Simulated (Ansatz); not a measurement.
A nudged elastic band was laid between two geometries of FGeH3 + H2 (7 atoms, charge 0, multiplicity 1).

Level of theory: RKS PBE0/def2-SVP in Ansatz.

```
movable images  : 4
climbing image  : no
spring          : 5.0 eV/Å²
optimiser       : quadratic models (default)
start path      : through a guess of the saddle point
force threshold : 0.05 eV/Å
iteration limit : 60
end points      : relaxed
```

Image 0:

```xyz
7
Properties=species:S:1:pos:R:3
Ge 0.523 0.000 -0.386
F -0.125 0.000 1.239
H 2.050 0.000 -0.238
H 0.001 1.275 -1.063
H 0.001 -1.275 -1.063
H -3.133 0.000 2.128
H -2.387 0.000 1.975
```

Image 5:

```xyz
7
Properties=species:S:1:pos:R:3
Ge -0.183 -0.308 -0.374
F -0.768 1.140 2.374
H 1.109 -0.520 0.424
H -0.339 1.161 -0.783
H -0.186 -1.207 -1.621
H -1.391 -0.722 0.498
H -1.312 0.456 2.075
```

(1) Which bonds break or form, and what moves?

(2) What energy profile does the band end with?

(3) What is the geometry of the highest image?

## Answers

(1) Bonds broken: Ge1–F2, H6–H7. Bonds formed: Ge1–H6, F2–H7. FGeH3 + H2 becomes FH + GeH4.

(2) It converged. The highest image is number 3 of 0 to 5, 1.09 eV above the first end and 0.83 eV above the last; the last end lies 0.26 eV above the first. No image climbed, so the highest image needn't sit at the top of the path. A band with more images between the same ends climbed to 1.85 eV, so this one has probably stepped over the top. The orbitals stay closed-shell, which can raise the energy where a bond breaks towards radicals; this wasn't checked here.

| image | path coordinate (Å) | energy (eV) | Ge1–F2 (Å) | H6–H7 (Å) | Ge1–H6 (Å) |
| --- | --- | --- | --- | --- | --- |
| 0 | 0.00 | 0.00 | 1.75 | 0.76 | 4.44 |
| 1 | 1.00 | 0.01 | 1.75 | 0.76 | 3.83 |
| 2 | 2.00 | 0.11 | 1.75 | 0.76 | 2.98 |
| 3 | 3.00 | 1.09 | 1.83 | 0.79 | 2.16 |
| 4 | 4.00 | 0.92 | 2.41 | 1.34 | 1.64 |
| 5 | 5.00 | 0.26 | 3.16 | 1.97 | 1.55 |

(3) 
```xyz
7
Properties=species:S:1:pos:R:3:forces:R:3
Ge 0.010 0.077 -0.026 0.53 0.31 0.31
F -0.101 0.585 1.730 0.48 -0.12 -0.64
H 1.465 -0.330 0.123 0.46 0.10 -0.30
H -0.378 1.376 -0.731 0.11 0.11 -0.04
H -0.637 -1.073 -0.880 -0.12 0.15 0.70
H -1.864 -0.515 0.882 -0.68 -0.05 0.43
H -1.564 -0.119 1.497 -0.79 -0.51 -0.46
```

The run took 95 s on 1 thread of Arm Neoverse V2, with other jobs on the host, peak memory 0.14 GiB.
